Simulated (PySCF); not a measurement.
**Exercise with solution: oscillator strength and radiative lifetime**

CH8BNO2Si, SMILES C[SiH2]NB(O)O.

Geometry optimised at r2SCAN-D4/def2-SVP. The structure was generated by enumeration, and PubChem lists no compound with its InChIKey, so it may never have been made. One conformer was computed; it need not be the lowest.

TDDFT-PBE0/def2-SVPD in PySCF puts the first singlet state with f over 0.02 at 7.22 eV (vertical), with the transition dipole (-0.479, 0.098, -0.069) in atomic units.

**Question.** Find the oscillator strength, the wavelength and the radiative lifetime that this transition would have in vacuum if emission retraced absorption.

**Answer.** 
|μ|² = 0.2438 au, so |μ| = 1.26 D. ΔE = 7.22/27.211 = 0.2653 hartree. f = (2/3) ΔE |μ|² = 0.043 (the program prints 0.043).
λ = 1239.84/7.22 = 172 nm; ν = 58233 cm⁻¹.
Einstein's coefficient A = 0.6670 ν² f s⁻¹ (ν in cm⁻¹) = 9.8e7 s⁻¹, so τ = 1/A = 10 ns. This state is S2; the lower singlet has f = 0.007. The figure is the radiative limit of this one transition; relaxation, internal conversion, crossing to triplets and a medium change what is measured.
